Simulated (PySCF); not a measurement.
Compound: C₇H₁₁ (doublet state).
Structure used (GFN2-xTB), in Å, numbered top down from 1:
```xyz
18
C7H11 angstrom
C      3.277   -1.205   -0.421
C      2.160   -0.874    0.149
C      1.063   -0.494    0.721
C      0.610    0.962    0.796
C     -0.471    1.152   -0.189
C     -1.872    0.760    0.087
C     -2.331   -0.428   -0.774
H      4.193   -1.312    0.139
H      3.335   -1.411   -1.478
H      0.367   -1.214    1.129
H      1.462    1.608    0.576
H      0.256    1.159    1.812
H     -0.197    1.346   -1.214
H     -1.991    0.513    1.144
H     -2.539    1.604   -0.135
H     -1.712   -1.300   -0.577
H     -2.251   -0.182   -1.830
H     -3.367   -0.677   -0.552
```

The hyperfine couplings belong to this conformer and change with its torsions.

As a line formula: `C=C=CC[CH]CC` [radical].

Method: UKS B3LYP, pcH-1 on C H, non-relativistic, mean-field spin-orbit, GIAO (PySCF). Isolated species at its GFN2-xTB geometry (one conformer only). A GFN2-xTB geometry isn't a minimum of the functional, and hyperfine couplings can be far from their values at a DFT geometry. Stability of the SCF solution: not tested.

(1) The isotropic 13C couplings are +99.2, +89.7, +65.4, -30.5, -27.3, +3.2, -0.6 MHz. Assign them to C1; C2; C3; C4; C5; C6; C7.

## Answers

(1) 
| site | a_iso (MHz) | ρ(0) (bohr⁻³) | position | distance from C5 (Å) | spin population | largest \|T\| (MHz) |
| --- | --- | --- | --- | --- | --- | --- |
| C1 | -0.6 | -0.0005 | 4 bonds from C5 | 4.43 | +0.01 | 2.3 |
| C2 | +3.2 | +0.0028 | 3 bonds from C5 | 3.34 | +0.04 | 8.4 |
| C3 | +89.7 | +0.0798 | 2 bonds from C5 | 2.43 | +0.02 | 11.7 |
| C4 | -27.3 | -0.0243 | 1 bond from C5 | 1.48 | -0.07 | 2.2 |
| C5 | +99.2 | +0.0882 | largest spin population | 0.00 | +1.01 | 158.6 |
| C6 | -30.5 | -0.0271 | 1 bond from C5 | 1.48 | -0.08 | 2.3 |
| C7 | +65.4 | +0.0582 | 2 bonds from C5 | 2.51 | +0.03 | 8.6 |

ρ(0) is the spin density at the nucleus and T the dipolar tensor; entries for several nuclei are means. Largest spin populations (Mulliken): C5 (+1.01), C6 (-0.08) and C4 (-0.07). No atom but C5 exceeds +0.15. The angles at C5 add up to 358.2°, so it is nearly planar; its axial dipolar tensor and the negative coupling of its proton fit spin in a p orbital normal to that plane.

Examples of negative spin density at the nucleus (bohr⁻³): C6 (-0.0271), C4 (-0.0243) and H13 (-0.0129).

Nuclei that the bonding pattern makes equivalent are averaged, as if the motion that swaps them (rotation, inversion, ring flip) were fast. H8 and H9 aren't averaged: C1 is flat or nearly so (angle sum 360°), and its turn about the short C1–C2 bond (1.30 Å) is taken as slow. The three 1H nuclei of mean +1.8 MHz run from -3.7 to 11.2 MHz in the frozen geometry. The 1H value of +51.1 MHz is a mean of couplings from 2.9 to 99.3 MHz in this one geometry, not an average over conformers.
